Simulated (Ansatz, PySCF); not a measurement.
H3F4NSi2 (SMILES F[SiH](F)N[SiH](F)F), singlet, geometry from GFN2-xTB. Base run: CASSCF(2,4)/STO-3G run with PySCF.

PySCF was given this input:
```python
from pyscf import gto, scf, mcscf
import numpy

mol = gto.Mole()
mol.atom = '''
    Si    1.502135    0.243902    0.253093
    F     2.717266   -0.038467   -0.740827
    F     1.301213    1.823792    0.195444
    N     0.127527   -0.499563   -0.454700
    Si   -1.526618   -0.147995   -0.165799
    F    -1.751344   -0.060487    1.409506
    F    -2.338070   -1.446962   -0.611202
    H     1.855693   -0.138060    1.592870
    H     0.314443   -1.231774   -1.121153
    H    -2.081645    1.023185   -0.787234
'''
mol.basis = 'sto-3g'
mol.charge = 0
mol.spin = 0
mol.verbose = 4
mol.build()

mf = scf.RHF(mol)
mf.kernel()
mc = mcscf.CASSCF(mf, 4, 2)
mc.fix_spin_(ss=0.0)
mc.kernel()
occ = numpy.linalg.eigvalsh(mc.fcisolver.make_rdm1(mc.ci, mc.ncas, mc.nelecas))[::-1]
ss = mc.fcisolver.spin_square(mc.ci, mc.ncas, mc.nelecas)[0]
print('natural occupations', occ.round(4), ' <S^2>', round(ss, 4))
```

Programs used: Ansatz (a program for electronic structure), PySCF; a row that names a program was run with it.

Each row names what was changed in the base input (with any setting that the change needs).

```tsv
change	ΔE vs base (mEh)	natural occupations	<S^2> of the state	outcome
base	0.000	1.99 0.01 0.00 0.00	0.00	converged
correction = SC-NEVPT2	-158.9	1.99 0.01 0.00 0.00	0.00	converged
state_average = 2 states	17.183	-	-	converged
active space = 8 electrons, 8 orbitals	-40.034	2.00 1.98 1.98 1.97 0.03 0.02 0.02 0.01	0.00	converged
fix_spin_ = off	-	-	-	not converged
orbitals = fixed (CASCI); correction = SC-NEVPT2	-158.7	2.00 0.00 0.00 0.00	0.00	converged
code = ansatz	-3.877	-	-	converged
conv_tol = 1e-5	0.010	1.99 0.01 0.00 0.00	0.00	converged
code = ansatz; correction = SC-NEVPT2, all electrons	-160.8	-	-	converged
active space = 6 electrons, 5 orbitals	-17.515	2.00 1.99 1.98 0.02 0.01	0.00	converged
active space = 10 electrons, 9 orbitals	-50.747	2.00 1.98 1.98 1.98 1.97 0.03 0.03 0.02 0.02	0.00	converged
```

Active orbitals are taken around the Fermi level unless the row says otherwise; CASSCF can end in different local minima, and two programs can end on different orbitals. State-averaged rows give the lowest state.
